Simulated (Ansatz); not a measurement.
A run of Ansatz (development build ahead of 0.2.0) on singlet AlCl4(-) at this shape:

```xyz
5

Al   -0.0487   -0.0071   -0.0089
Cl    1.2104    1.2526    1.2165
Cl    1.2018   -1.2663   -1.2481
Cl   -1.2303    1.2710   -1.2078
Cl   -1.2438   -1.2684    1.2029
```

Its results:

```json
{"Converged": "yes", "Total energy": "-2080.40282 hartree", "Spin squared of the determinant": "0.000"}
```

Which input gives this output? Name the method, the orbitals and the basis set, and write the input.

RHF in cc-pVTZ. An unrestricted run that stays on the closed shell gives the same numbers.

```yaml
crystal:
  periodic: [false, false, false]
  atoms:
    - { symbol: Al, position_ang: [-0.04869, -0.0071, -0.00887] }
    - { symbol: Cl, position_ang: [1.21035, 1.25258, 1.21654] }
    - { symbol: Cl, position_ang: [1.20182, -1.26632, -1.24807] }
    - { symbol: Cl, position_ang: [-1.23033, 1.27104, -1.20778] }
    - { symbol: Cl, position_ang: [-1.24377, -1.26835, 1.20288] }
basis:
  gaussian: { orbitals: cc-pVTZ }
total_charge: -1
hamiltonian:
  xc: hf
```

Caution: no diffuse functions for an anion.
